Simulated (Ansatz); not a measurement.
`[F][GeH2][SiH3]` + `C[SiH2]O[SiH3]` → `[F][GeH2][SiH2][SiH3]` + `C[SiH2]O`  (redistribution)

Calculated with Ansatz (gas phase, PBE0-D4/def2-TZVP geometries, no zero-point term in ΔE). CCSD(T)/CBS is the MP2 limit (def2-TZVPP, def2-QZVPP) plus CCSD(T) − MP2 in def2-TZVPP, frozen cores. This one scheme is used for every species. For Ge outer-core shells are correlated without core-valence functions, which leaves a few kJ/mol of doubt a bond. Scalar relativity is left out up to krypton. Each species was taken in one conformer, which may not be the lowest.

`[F][GeH2][SiH3]`:

Z-matrix (Å, degrees):
```
Ge
Si 1 2.384
F 1 1.751 2 106.5
H 1 1.539 2 114.3 3 -115.9
H 1 1.539 2 114.3 3 115.9
H 2 1.487 1 108.6 3 179.8
H 2 1.484 1 109.6 3 60.2
H 2 1.484 1 109.6 3 -60.7
```

`C[SiH2]O[SiH3]`:

Cartesian coordinates in Å:
```
C -2.076 -0.593 -0.389
Si -0.244 -0.589 -0.692
O 0.476 0.392 0.407
Si 1.888 1.013 0.943
H -2.304 -0.960 0.614
H -2.578 -1.242 -1.112
H -2.489 0.413 -0.490
H 0.062 -0.093 -2.062
H 0.314 -1.963 -0.557
H 1.598 1.898 2.098
H 2.548 1.801 -0.131
H 2.804 -0.077 1.372
```

`[F][GeH2][SiH2][SiH3]`:

Cartesian coordinates in Å:
```
F -0.878 -1.329 -1.956
Ge -1.647 -0.046 -1.041
Si 0.116 1.028 0.154
Si 1.552 -0.609 1.004
H -2.374 0.818 -2.087
H -2.668 -0.755 -0.131
H -0.500 1.826 1.252
H 0.834 1.955 -0.761
H 2.588 0.013 1.871
H 0.764 -1.577 1.812
H 2.212 -1.323 -0.117
```

`C[SiH2]O`:

Cartesian coordinates in Å:
```
C 0.743 -0.416 -0.807
Si -0.467 0.559 0.220
O -1.247 -0.373 1.338
H 1.202 0.228 -1.563
H 0.243 -1.241 -1.321
H 1.546 -0.832 -0.193
H -1.546 1.117 -0.632
H 0.259 1.677 0.890
H -0.732 -0.720 2.067
```

```
                species  CCSD(T)/CBS(def2) energy (Eh)
      `[F][GeH2][SiH3]`                    -2468.01111
       `C[SiH2]O[SiH3]`                     -696.28988
`[F][GeH2][SiH2][SiH3]`                    -2758.29466
             `C[SiH2]O`                     -405.96945
```

Q: Work out ΔE.

A: ΔE = (-2758.29466) + (-405.96945) − (-2468.01111) − (-696.28988) = 0.03688 Eh = +96.8 kJ/mol.

Largest T1 diagnostic among the species: 0.013.

In def2-TZVPP, CCSD(T) changes the Hartree–Fock value by −30.7 kJ/mol (the triples alone add −4.4 kJ/mol) and MP2 by −24.9 kJ/mol. From PBE to PBE0 (25 % exact exchange), in def2-TZVPP and without D4, ΔE moves by +8.5 kJ/mol.
